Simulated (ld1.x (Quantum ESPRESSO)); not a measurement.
Results of a calculation; reference values are marked as such.
Hardness and transferability of assorted potentials

Generated with ld1.x 7.5 (TM, RRKJ, ultrasoft, PAW), atompaw 4.2 or ONCVPSP 4.0.1. The cutoff is in Ry: for ld1.x and atompaw files where the sum of valence levels is converged to 10 mRy in a Bessel basis, for ONCV files where the hardest occupied wave has 1 mHa per electron of residual kinetic energy. The error is the largest all-electron minus pseudo excitation energy over each file’s own four to seven test configurations (ionisations up to +4, promotions, holes and added fractions of an electron), all of which were solved. The labels leave out finer settings (local radius, basis sizes, second energies), which also bear on the numbers. Spin-polarised tests are not counted. The rows are a selection from randomly drawn settings: files with unsolved tests, undetermined cutoffs or missed reference levels are left out.

A true bound ghost makes a file unfit for plane-wave use even where its test errors are small: the radial tests pick states by their node count and pass the ghost by.

| element | potential | cutoff (Ry) | largest error (meV) | bound ghosts |
| --- | --- | --- | --- | --- |
| Cl | TM, PBEsol, scalar-relativistic, rc 1.15/1.25/1.15 (spd), local smoothed, core correction no, reference 3s1 3p6 | 45 | +313 | none |
| Ar | ultrasoft, LDA (PZ), non-relativistic, rc 1.15/1.05 (sp), local smoothed, core correction no, reference 3s2 3p6 | 35 | +119 | none |
| V | ultrasoft, LDA (PZ), scalar-relativistic, rc 1.30/2.15/1.10 (spd), local smoothed, core correction yes, reference 3s2 3p6 3d3 4s1.5 4p0 | 80 | -25 | none |
| Sb | TM semilocal, PBE, scalar-relativistic, rc 1.90/2.20 (sp), local s, core correction yes, reference 5s2 5p2 | 25 | -390 | none |
| W | TM, PBEsol, scalar-relativistic, rc 2.88/1.66/1.72/2.18 (spdf), local p, core correction yes, reference 5p6 5d4 6s2 6p0 | 45 | +131 | s |

Question: Fill in the row for Pt: TM, LDA (PZ), scalar-relativistic, rc 2.05/1.60/1.35 (spd), local s, core correction yes, reference 5p6 5d8 6s2 6p0.

Answer: cutoff 60 Ry, largest error -545 meV, bound ghosts: none.

Question: Fill in the row for Ba: TM, BLYP, scalar-relativistic, rc 4.15/4.20/2.65 (spd), local s, core correction yes, reference 5d0 6s1.75 6p0.25.

Answer: cutoff 6 Ry, largest error -58 meV, bound ghosts: none.

Question: Fill in the row for Sn: TM, PBE, scalar-relativistic, rc 2.20/2.15 (sp), local smoothed, core correction no, reference 5s2 5p2.

Answer: cutoff 18 Ry, largest error +155 meV, bound ghosts: none.
